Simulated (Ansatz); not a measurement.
Reactions of F3H3SSi2 (`F[SiH2]S[SiH](F)F`).

Isolated molecules relaxed with PBE0-D4/def2-TZVP in Ansatz; ΔE leaves out vibrations. CBS: MP2 limit from def2 TZ/QZ plus the TZ coupled-cluster correction, frozen cores. This one scheme is used for every species, atoms too. No spin–orbit coupling; open shells (•) take unrestricted orbitals. Spin–orbit coupling would lower the free atoms: a little for F, S, Si. Each species was taken in one conformer, which may not be the lowest.

| reaction | CCSD(T)/CBS(def2) (eV) |
| --- | --- |
| `F[SiH2]S[SiH](F)F` → `F[SiH2][S]`• + `F[SiH]F`• | 4.29 |
| `F[SiH2]S[SiH](F)F` → `F[SiH](F)[S]`• + `F[SiH2]`• | 4.28 |
| `F[SiH2]S[SiH](F)F` + `C[O][Al]1[CH2][O]1` → `CO[SiH](F)S[SiH2]F` + `[F][Al]1[CH2][O]1` | -0.14 |
| `F[SiH2]S[SiH](F)F` + `CO[SiH2]N` → `N[SiH](F)F` + `CO[SiH2]S[SiH2]F` | ? |
| `F[SiH2]S[SiH](F)F` + `CN[SiH3]` → `CN([SiH3])[SiH2]F` + `F[SiH](F)S` | -0.13 |
| `F[SiH2]S[SiH](F)F` + `N=C=O` → `O=C=N[SiH2]F` + `F[SiH](F)S` | ? |
| `F[SiH2]S[SiH](F)F` → 3 F• + 3 H• + S• + 2 Si• | 35.42 |
| `F[SiH2]S[SiH](F)F` + `C[SiH2]C` → `C[SiH2]C[SiH2]F` + `F[SiH](F)S` | 0.58 |
| `F[SiH2]S[SiH](F)F` + `[SiH3]C#CS` → `F[SiH](F)C#C[SiH3]` + `F[SiH2]SS` | 0.32 |
| `F[SiH2]S[SiH](F)F` + `CN([SiH3])[SiH](O)O` → `CN([SiH2]F)[SiH](O)O` + `F[SiH](F)S[SiH3]` | ? |

Problem. Fill in the missing values. (An estimate is asked.)

Solution. Computed: `F[SiH2]S[SiH](F)F` + `CO[SiH2]N` → `N[SiH](F)F` + `CO[SiH2]S[SiH2]F`: -0.16 eV; `F[SiH2]S[SiH](F)F` + `N=C=O` → `O=C=N[SiH2]F` + `F[SiH](F)S`: -0.34 eV; `F[SiH2]S[SiH](F)F` + `CN([SiH3])[SiH](O)O` → `CN([SiH2]F)[SiH](O)O` + `F[SiH](F)S[SiH3]`: -0.20 eV.

Largest T1 diagnostic: 0.018, for `N=C=O`.
